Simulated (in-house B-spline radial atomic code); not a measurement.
# CAM-B3LYP excitations of F⁵⁺

Method: CAM-B3LYP. Computed with a B-spline radial code for spherical atoms: linear response of the closed shell [He] 2s2 with the functional's adiabatic kernel; scalar-relativistic (spin-free one-electron X2C), finite nucleus, no spin-orbit coupling, no double excitations, S, P, D and F terms only.

Command:
```bash
python run_td.py task.json out
```
Settings (radii: box in bohr, nucleus in fm):
```
Z                        9
electrons                4
configuration            [He] 2s2
hamiltonian              x2c
method                   camb3lyp
box_radius               16.35
rms_radius               2.8976
intervals                72
```

Time taken, with all properties: 0.5 s on 1 thread of Arm Neoverse N1, with other jobs on the host.

The lowest states, in the order of their Tamm-Dancoff energies; the method's threshold (minus the highest occupied level) is 148.50 eV. Labels give the largest channel, * marks a mixed state, and oscillator strengths are full-response dipole values. Semilocal kernels can invert the small singlet-triplet splittings of Rydberg terms. Energies in eV:

```json
{"state": "2s → 2p 3P", "full response": "8.526", "Tamm-Dancoff": "10.156", "oscillator strength": "-"}
{"state": "2s → 2p 1P", "full response": "21.205", "Tamm-Dancoff": "22.258", "oscillator strength": "0.421"}
{"state": "2s → 3s 3S", "full response": "?", "Tamm-Dancoff": "?", "oscillator strength": "-"}
{"state": "2s → 3s 1S", "full response": "91.72", "Tamm-Dancoff": "91.76", "oscillator strength": "-"}
{"state": "2s → 3p 3P", "full response": "93.46", "Tamm-Dancoff": "93.48", "oscillator strength": "-"}
{"state": "2s → 3p 1P", "full response": "94.65", "Tamm-Dancoff": "94.65", "oscillator strength": "0.442"}
{"state": "2s → 3d 3D", "full response": "?", "Tamm-Dancoff": "?", "oscillator strength": "-"}
{"state": "2s → 3d 1D", "full response": "98.56", "Tamm-Dancoff": "98.56", "oscillator strength": "-"}
{"state": "2s → 4s 3S", "full response": "117.12", "Tamm-Dancoff": "117.12", "oscillator strength": "-"}
{"state": "2s → 4s 1S", "full response": "117.95", "Tamm-Dancoff": "117.96", "oscillator strength": "-"}
```

**Question.** Where does 2s → 3s 3S lie?

**Answer.** At 88.94 eV in full response, 88.95 eV in Tamm-Dancoff.

**Question.** Where does 2s → 3d 3D lie?

**Answer.** At 96.33 eV in full response, 96.37 eV in Tamm-Dancoff.

**Question.** How large is the singlet-triplet splitting of 2s → 2p (P terms) in Tamm-Dancoff?

**Answer.** 12.1 eV, from the unrounded values.

**Question.** What polarisabilities and dispersion coefficient does the method give?

**Answer.** Dipole 0.7548 bohr³, quadrupole 0.2088 bohr⁵, C6 0.3776 hartree·bohr⁶ for two such species.
